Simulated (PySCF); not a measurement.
# Germanium: a sound run and one with changed settings

Sound run: Ge⁺ [Ar] 3d10 4s2 4p1, Ge²⁺ [Ar] 3d10 4s2. All numbers are calculated (PySCF 2.14, scalar relativity by spin-free X2C-1e, in jorge-DZP-DKH (8s6p2d1f, 43 functions)). In the sound run the correlated levels freeze [Ar] 3d10. The sound run starts from symmetry-adapted Hartree-Fock orbitals and uses a fine grid where one is needed.

Changed run: all electrons correlated in a basis built for the valence shell.

```
species  method  sound run (hartree)  changed run (hartree)  converged
    Ge⁺     MP2          -2096.68680            -2097.25178        yes
   Ge²⁺     MP2          -2096.13454            -2096.69688        yes
```

Ionisation energy of Ge⁺:

```json
{"method": "UHF", "sound run (eV)": "15.059", "changed run (eV)": "15.059"}
{"method": "MP2", "sound run (eV)": "15.028", "changed run (eV)": "15.100"}
{"method": "SCS-MP2", "sound run (eV)": "14.996", "changed run (eV)": "15.039"}
```

A valence basis has no tight correlating functions, so it recovers only part of the core correlation, and not evenly between atom and ion.

For comparison, NIST gives 15.935 eV between the lowest levels.
